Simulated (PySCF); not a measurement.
Species: C7H11O (doublet state).
Cartesian coordinates in Å at the GFN2-xTB level; atoms count from 1:
```xyz
19
C7H11O angstrom
C      2.470   -1.097    0.617
C      1.314   -0.454    0.274
C      0.115   -1.039   -0.086
C     -0.935   -0.029   -0.435
C     -2.301   -0.356    0.165
O     -1.131    0.025   -1.848
C     -0.337    1.292    0.106
C      1.174    1.051    0.224
H      3.357   -0.550    0.879
H      2.523   -2.171    0.638
H     -0.057   -2.096   -0.180
H     -2.997    0.449   -0.056
H     -2.220   -0.483    1.241
H     -2.680   -1.273   -0.278
H     -0.273    0.152   -2.268
H     -0.582    2.123   -0.554
H     -0.760    1.500    1.089
H      1.711    1.440   -0.645
H      1.598    1.524    1.110
```

The hyperfine couplings belong to this conformer and change with its torsions.

Identity: `C=C1[CH][C@](C)(O)CC1` [radical].

Method used: UKS B3LYP, pcH-1 on C H O, non-relativistic, mean-field spin-orbit, GIAO in PySCF 2.14.0. Geometry: GFN2-xTB, one conformer, isolated molecule. The geometry wasn't refined by DFT: couplings that depend on bond lengths, twists or pyramidal angles can differ widely from those at the functional's own minimum. No stability test was run, so a lower SCF solution isn't excluded. ⟨S²⟩ is 0.776 where a pure state has 0.75.

The largest Mulliken spin populations are on C1 (+0.69), C3 (+0.64) and C2 (-0.26). The positive populations add up to 1.40 and the negative ones to -0.40, together 2S = 1. The angles at C1 add up to 360.0°, so it is planar; its axial dipolar tensor and the negative couplings of its protons fit spin in a p orbital normal to that plane.

**Question.** Test a(H) = Q·ρ(C) for the protons on planar carbons with a spin population beyond ±0.08.

**Answer.** 
```
  H   C    ρ(C)  a(H) (G)  a/ρ (G)
 H9  C1  +0.690    -14.84    -21.5
H10  C1  +0.690    -14.20    -20.6
H11  C3  +0.638    -13.72    -21.5
```

A least-squares line through the origin gives Q = -21.2 G with Mulliken populations. In McConnell's picture π spin on carbon polarises the C–H bond and leaves opposite spin at the proton, which makes Q negative, as found here.

Couplings in gauss use g_iso = 2.0025.
